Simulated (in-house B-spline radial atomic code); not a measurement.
Successive ionisation energies of selenium; each step leads to the configuration of the next row (after the last: bare). Dirac energy differences include first-order Breit, QED and recoil terms. NIST's values go from ground level to ground level; the uncertainty of those that are theory runs from under 0.1 % in few-electron ions to several per cent in heavy many-electron ones. Computed with an all-electron radial atomic-structure program (B-spline basis): Dirac-Hartree-Fock, jj configuration that fills j = l - 1/2 first, finite nuclei.

A number in brackets counts the electrons of a j subshell.

| ion | configuration | ionisation energy (eV) | tabulated value (eV) | tabulated kind | computed minus tabulated (eV) | highest orbital | largest mean radius (bohr) |
| --- | --- | --- | --- | --- | --- | --- | --- |
| Se29+ | [He] 2s2 2p1/2(1) | 3305.4 | 3301.8 | semi-empirical | 4 | 2p1/2 | 0.18251 |
| Se30+ | [He] 2s2 | 3499.7 | 3507 | semi-empirical | -7 | 2s1/2 | 0.1808 |
| Se31+ | [He] 2s1 | ? | ? | tabulated theory | ? | ? | ? |
| Se32+ | 1s2 | ? | ? | tabulated theory | ? | ? | ? |
| Se33+ | 1s1 | 15968.1 | 15968.11 | tabulated theory | 0 | 1s1/2 | 0.043199 |

(1) Fill in the row of Se31+.

(2) Fill in the row of Se32+.

(3) Where is the largest jump?

Answers

(1) ionisation energy (eV): 3636.3; tabulated value (eV): 3636.526; computed minus tabulated (eV): 0; highest orbital: 2s1/2; largest mean radius (bohr): 0.17923.

(2) ionisation energy (eV): 15365.7; tabulated value (eV): 15367.49; computed minus tabulated (eV): -2; highest orbital: 1s1/2; largest mean radius (bohr): 0.043695.

(3) From Se31+ to Se32+, by a factor of 4.23 (3636.3 to 15366 eV); the highest orbital goes from 2s1/2 to 1s1/2.
